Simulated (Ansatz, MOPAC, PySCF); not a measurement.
Complex: SiH4 (SMILES [SiH4]) (first 5 atoms) with C2H2 (SMILES C#C); geometry from B3LYP-D3(BJ)/def2-TZVP.
(charge 0, multiplicity 1):
```xyz
9

Si    -0.2903    -0.0382     0.1397
H     -0.5433    -0.0465    -1.3211
H      1.0964     0.4142     0.3874
H     -0.4753    -1.4058     0.6713
H     -1.2428     0.8878     0.7904
C      0.9530     0.0632     3.6334
C     -0.2260     0.0295     3.8362
H      1.9991     0.0935     3.4498
H     -1.2733    -0.0001     4.0137
```

Interaction energies are E(AB) − E(A) − E(B) at the monomers' geometry in the complex; basis-set methods are counterpoise corrected.

Rows in 6-31G* carry no dispersion term and start afresh at each structure (6-31G* with six Cartesian d functions). The state that PM6 reach isn't checked.

Codes used: Ansatz (an electronic-structure program) with Gaussian orbitals; MOPAC for PM6 (differences of heats of formation); PySCF for 6-31G* rows, the dispersion terms. 

Task: One of these levels gives -5.4 kJ/mol for the interaction energy. Which one is it?
(A) HF/6-31G*
(B) r2SCAN-D3(BJ)/def2-TZVPPD
(C) PM6

Result: B, r2SCAN-D3(BJ)/def2-TZVPPD. The others give -3.2 (PM6), 2.7 (HF/6-31G*)
